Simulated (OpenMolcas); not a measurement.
# What dynamic correlation does to the levels of Mn4+

```yaml
Program: OpenMolcas 26.06
Basis: ANO-RCC-VTZP [6s5p3d2f1g]
Scalar_Hamiltonian: DKH2, point nucleus
Active_space: 3 electrons in 10 orbitals (3d 4d)
State_averaging: 2S+1 = 4 even, 10 roots; 2S+1 = 2 even, 40 roots
Spin-orbit_coupling: state interaction with AMFI integrals over the reference wave functions, term energies averaged over their components
```

Methods on the same reference wave functions:
A. CASSCF
B. SS-CASPT2, IPEA 0.25 Eh, imaginary shift 0.1 Eh (closed shells correlated: 3s 3p)
C. MS-CASPT2, IPEA 0.25 Eh, imaginary shift 0.1 Eh (closed shells correlated: 3s 3p)
D. XMS-CASPT2, IPEA 0.25 Eh, imaginary shift 0.1 Eh (closed shells correlated: 3s 3p)

Energies in cm⁻¹ above 3d³ ⁴F_3/2, the measured ground level; measured values from Corliss and Sugar, J. Phys. Chem. Ref. Data 6, 1253 (1977).

```tsv
Level	A	B	C	D	Measured
3d³ ⁴F_3/2	0.0	0.0	0.0	0.0	0.0
3d³ ⁴F_5/2	373	376	376	375	359
3d³ ⁴F_7/2	882	886	886	885	835
3d³ ⁴F_9/2	1513	1514	1514	1514	1412
3d³ ⁴P_1/2	20081	16860	16860	17090	16434
3d³ ⁴P_3/2	20240	17020	17020	17250	16595
3d³ ²G_7/2	20410	18040	18040	18920	17892
3d³ ⁴P_5/2	20697	17480	17480	17710	17049
3d³ ²G_9/2	20939	18580	18580	19460	18399
3d³ ²H_9/2	26999	25340	25340	26000	24975
3d³ ²P_1/2	27046	23330	23330	24210	23082
3d³ ²P_3/2 [71 %]	27147	23280	23280	24180	22919
3d³ ²H_11/2	27406	25750	25750	26410	25334
3d³ ²D_3/2(1) [72 %]	29434	25170	25170	26120	24670
3d³ ²D_5/2(1)	29708	25290	25290	26250	24630
3d³ ²F_7/2	46553	41300	41300	42160	40423
3d³ ²F_5/2	46776	41520	41520	42380	40707
3d³ ²D_5/2(2)	71950	64780	64780	64960	62608
3d³ ²D_3/2(2)	72185	65010	65010	65190	62854
```

Deviations, from unrounded energies. A percentage is the sum of absolute deviations over the sum of measured energies, with the sign that they share, or ± where signs differ.

| Against measurement | Levels | A | B | C | D |
| --- | --- | --- | --- | --- | --- |
| mean absolute deviation (cm-1) | 18 | 3800 | 580 | 580 | 1100 |
| fine structure of the ground term (%) | 3 | +6.2 | +6.5 | +6.5 | +6.5 |
| other terms of the ground configuration (%) | 15 | +15.7 | +2.3 | +2.3 | +4.5 |

B, C lie about equally close to measurement and A furthest from it. The largest miss of C in the table is 3d³ ²D_5/2(2), by +2200 cm-1. The ranking rests on the paired levels alone, and a cruder setting can come out closer through cancelling errors.

Among B to D the level of the table that moves most is 3d³ ²D_5/2(1), by 970 cm-1 (lowest in C, highest in D). Moves below CASPT2's spread within the term are not significant.

The mean deviations of B to D differ by less than CASPT2's widest spread within a term (1100 cm-1), so their order carries little weight.

From A to B the spin-free energies of the other terms of 3d³ shown, above ⁴F, scale by factors of 0.84 to 0.94, as is usual when dynamic correlation screens the repulsion within a d or f shell.

The lowest spin-free term lies below A's lowest term by 0.316 hartree in B, 0.316 hartree in C, 0.320 hartree in D.

CASPT2 breaks the degeneracy within a term, and the mean is taken; among the terms shown or strongly mixed into the levels shown the widest spread is 1100 cm-1 (3d³ ⁴F, C). Active for correlation alone: 4d; no level in the range computed is led by a configuration that fills it, so any true level of that kind is missing. Without dynamic correlation excited terms often stand tens of per cent too high (terms of higher spin than the ground term too low), and those without a measured partner can miss by more than the paired ones (holds for A). Some levels mix across a computed gap that differs much from the measured one, so their mixing is not that of the real levels (holds for A). The CASPT2 spread within a term exceeds the gap to the next term for 3d³ ²D(1) and 3d³ ²H, so the order of their levels is uncertain (holds for D). Computed and measured levels are paired by configuration, term and J; levels that our copy of the source lacks, or whose pairing is in doubt (as where it misses far off the trend of its configuration), stay unpaired and out of the deviations. Levels of configurations outside the active space are missing.

A share in square brackets marks a mixed level and gives the weight of the term that names it, the lowest over the columns. A number in round brackets counts repeated terms of one configuration in the order of the reference energies.
